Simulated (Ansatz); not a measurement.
`N[SiH2][TeH]`, 8 atoms. The species carries charge 0 and has multiplicity 1. Correlated methods include outer-core shells of Te, which these sets cover unevenly. Te: def2 effective core potential. All runs use 2 threads of an Arm Neoverse V2 on a shared host. Correlated methods freeze the cores.

(1) How many basis functions does each run have, and how long does it take in Ansatz? RKS ωB97M-V/def2-QZVPP energy; RKS PBE0-D4/def2-TZVP relaxation (30 steps); RKS r2SCANh-D4/def2-TZVPP energy; RKS PBE0-D4/def2-TZVP frequencies; direct RPA on PBE orbitals/def2-TZVPP energy; RKS ωB97M-V/def2-SVP energy; RHF-CCSD(T)/def2-TZVPP energy; RKS PBE0-D4/def2-SVP energy; RHF-MP2/def2-QZVPP energy; RKS PBE0-D4/def2-QZVPP energy; RHF-CCSD(T)/def2-SVP energy; RKS BLYP-D4/def2-TZVPP energy. (Best estimate.)

Results:

(1) Ansatz gave: Other jobs shared the machine, so times are rough.

```
                                level                    job  functions  wall time  peak host memory (GiB)
                 RKS PBE0-D4/def2-SVP                 energy         83      1.2 s                    0.16
               RKS BLYP-D4/def2-TZVPP                 energy        193      1.9 s                    0.21
                 RHF-CCSD(T)/def2-SVP                 energy         83      3.1 s                    0.28
            RKS r2SCANh-D4/def2-TZVPP                 energy        193      4.6 s                     0.4
direct RPA on PBE orbitals/def2-TZVPP                 energy        193      4.9 s                     0.4
                 RKS ωB97M-V/def2-SVP                 energy         83      6.5 s                    0.24
               RKS PBE0-D4/def2-QZVPP                 energy        359      6.5 s                    0.98
                   RHF-MP2/def2-QZVPP                 energy        359       14 s                     1.4
               RKS ωB97M-V/def2-QZVPP                 energy        359       17 s                     1.1
               RHF-CCSD(T)/def2-TZVPP                 energy        193       76 s                     2.3
                RKS PBE0-D4/def2-TZVP  relaxation (30 steps)        148       77 s                    0.32
                RKS PBE0-D4/def2-TZVP            frequencies        148       91 s                    0.31
```
